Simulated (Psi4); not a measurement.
H₅AsSi, charge +1, doublet, geometry from GFN2-xTB (a state made from the parent by changing its charge; the spin is typed, not shown lowest), atoms displaced at random by about 0.03 Å a coordinate; HF/STO-3G, gradient (Psi4).

The Psi4 input:
```
memory 2 GB

molecule {
1 2
  Si   -1.65708866    0.06262960    0.30023570
  As    0.80694470   -0.07835661   -0.22507339
  H    -2.17646217   -0.78245454   -0.76591903
  H    -1.89313440    1.54361957    0.11676775
  H    -1.66230100   -0.40936870    1.68584541
  H     1.19281094   -1.34928293    0.34078971
  H     1.39106775    0.67674604    0.97111877
symmetry c1
no_reorient
no_com
}

set basis sto-3g
set reference uhf

gradient('scf')
print_variables()
```

The log (banner, timings and long lists left out):

```
gradient() will perform analytic gradient computation.

   => Loading Basis Set <=

    Name: STO-3G
    Role: ORBITAL
    Keyword: BASIS

         ---------------------------------------------------------
                                   SCF
               by Justin Turney, Rob Parrish, Andy Simmonett
                          and Daniel G. A. Smith
                              UHF Reference
         ---------------------------------------------------------

  ==> Geometry <==

    Molecular point group: c1
    Full point group: C1

    Geometry (in Angstrom), charge = 1, multiplicity = 2:

       Center              X                  Y                   Z               Mass
    ------------   -----------------  -----------------  -----------------  -----------------
         SI          -1.657088660000     0.062629600000     0.300235700000    27.976926534650
         AS           0.806944700000    -0.078356610000    -0.225073390000    74.921594570000
         H           -2.176462170000    -0.782454540000    -0.765919030000     1.007825032230
         H           -1.893134400000     1.543619570000     0.116767750000     1.007825032230
         H           -1.662301000000    -0.409368700000     1.685845410000     1.007825032230
         H            1.192810940000    -1.349282930000     0.340789710000     1.007825032230
         H            1.391067750000     0.676746040000     0.971118770000     1.007825032230

  Running in c1 symmetry.

  Rotational constants: A =      1.55260  B =      0.11142  C =      0.11091 [cm^-1]
  Rotational constants: A =  46545.78877  B =   3340.35819  C =   3325.06963 [MHz]
  Nuclear repulsion =  158.534584236380425

  Charge       = 1
  Multiplicity = 2
  Electrons    = 51
  Nalpha       = 26
  Nbeta        = 25

  ==> Algorithm <==

  SCF Algorithm Type is DF.
  DIIS enabled.
  MOM disabled.
  Fractional occupation disabled.
  Guess Type is SAD.
  Energy threshold   = 1.00e-08
  Density threshold  = 1.00e-08
  Integral threshold = 1.00e-12

  ==> Primary Basis <==

  Basis Set: STO-3G
    Blend: STO-3G
    Number of shells: 18
    Number of basis functions: 32
    Number of Cartesian functions: 33
    Spherical Harmonics?: true
    Max angular momentum: 2

   => Loading Basis Set <=

    Name: (STO-3G AUX)
    Role: JKFIT
    Keyword: DF_BASIS_SCF

  ==> Integral Setup <==

  SCF_SUBTYPE=INCORE selected. In-core MEM_DF algorithm will be used.
  Using in-core AOs.

  ==> MemDFJK: Density-Fitted J/K Matrices <==

[...]
  @DF-UHF Final Energy: -2497.58715505523787
    Total Energy =                      -2497.5871550552378721
[...]

       Center              X                  Y                   Z               Mass
    ------------   -----------------  -----------------  -----------------  -----------------
         SI          -1.657088660000     0.062629600000     0.300235700000    27.976926534650
         AS           0.806944700000    -0.078356610000    -0.225073390000    74.921594570000
         H           -2.176462170000    -0.782454540000    -0.765919030000     1.007825032230
         H           -1.893134400000     1.543619570000     0.116767750000     1.007825032230
         H           -1.662301000000    -0.409368700000     1.685845410000     1.007825032230
         H            1.192810940000    -1.349282930000     0.340789710000     1.007825032230
         H            1.391067750000     0.676746040000     0.971118770000     1.007825032230

  Nuclear repulsion =  158.534584236380425

  ==> Basis Set <==

  Basis Set: STO-3G
    Blend: STO-3G
    Number of shells: 18
    Number of basis functions: 32
    Number of Cartesian functions: 33
    Spherical Harmonics?: true
    Max angular momentum: 2

  ==> DFJKGrad: Density-Fitted SCF Gradients <==

    Gradient:                    1
    J tasked:                  Yes
    K tasked:                  Yes
    wK tasked:                  No
    Integrals threads:           1
    Schwarz Cutoff:          1E-12
    Fitting Condition:       1E-10

   => Auxiliary Basis Set <=

  Basis Set: (STO-3G AUX)
    Blend: DEF2-UNIVERSAL-JKFIT
    Number of shells: 128
    Number of basis functions: 484
    Number of Cartesian functions: 626
    Spherical Harmonics?: true
    Max angular momentum: 5

  -Total Gradient:
     Atom            X                  Y                   Z
    ------   -----------------  -----------------  -----------------
       1       -0.013733876913    -0.032662502717     0.021877680460
       2        0.023079645090    -0.017714961679    -0.063686756040
       3       -0.000784269971    -0.008212461802    -0.017682588452
       4       -0.003903814624     0.043256362654    -0.006833714030
       5       -0.000898096639    -0.003647376616     0.020704361202
       6       -0.007753703091     0.014268507678     0.011467770740
       7        0.003994116143     0.004712432483     0.034153246140

  Variable Map:
  ----------------------------------------------------------------------------
[...]
  Array Variable Map:
  ----------------------------------------------------------------------------
[...]
[...]
```
